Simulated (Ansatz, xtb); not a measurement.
C4H7Br: which of two isomers lies lower

Structure X is `C[C@@H]1C[C@H]1Br`, a singlet and structure Y is `CC1(Br)CC1`, a singlet. Both are isolated molecules in the gas phase, relaxed with r2SCAN-D4/def2-SVP.

Energies in hartree; the thermal terms are from GFN2-xTB frequencies at re-optimised GFN2-xTB minima (ideal gas, soft modes damped towards free rotors, one conformer each, 298.15 K, 1 atm) and include the zero-point energy:

|  | X | Y |
| --- | --- | --- |
| E, CCSD(T)/def2-SVP | −2728.365662 | −2728.368180 |
| E, MP2/def2-SVP | −2728.295411 | −2728.298432 |
| E, MP2/def2-TZVPP | −2728.945132 | −2728.948230 |
| zero-point energy | 0.098257 | 0.098070 |
| H(298 K) − E | 0.105078 | 0.104854 |
| G(298 K) − E | 0.067821 | 0.067949 |

Task: Correct the CCSD(T) difference for the basis set by the MP2 change, then work out ΔE, ΔE₀, ΔH and ΔG for X → Y in kcal/mol (1 Eh = 627.51 kcal/mol) and the equilibrium ratio [Y]/[X].

Result: 1. Differences Y − X: CCSD(T) −0.002518, MP2 in the small set −0.003021, MP2 in the large set −0.003098 Eh.
2. ΔE = −0.002518 + (−0.003098 − (−0.003021)) = −0.002595 Eh = −1.63 kcal/mol.
3. ΔE₀ = ΔE + ΔZPE = −0.002595 + (−0.000187) Eh = −1.75 kcal/mol.
4. ΔH = ΔE + (−0.000224) Eh = −1.77 kcal/mol.
5. ΔG = ΔE + (+0.000128) Eh = −1.55 kcal/mol, so ΔS = (ΔH − ΔG)/T = −3.1 J/(mol K).
6. kT = 0.9442 mEh, so K = [Y]/[X] = exp(−ΔG/kT) = exp(+2.61) ≈ 14.

Structure Y is favoured at this temperature. An error of 1 kcal/mol in ΔG would change K by a factor of 5.4. HF/STO-3G gave ΔE the other sign. Mirror images and further conformers aren't counted.

As drawn, both hold the same kinds of bond in the same numbers.

Other levels gave ΔE = −0.5 (GFN2-xTB); +0.8 (HF/STO-3G, GFN2-xTB geometries); −1.5 (r2SCAN-D4/def2-SVP//GFN2-xTB); −1.4 (r2SCAN-D4/def2-SVP); −0.4 (HF/def2-SVP); −1.9 (MP2/def2-SVP); −1.6 (CCSD(T)/def2-SVP) kcal/mol. The correlated steps freeze 13 core orbitals; the filled d shell of Br is correlated, in a basis made for valence electrons. Programs: Ansatz 0.2.0, xtb 6.7.1.
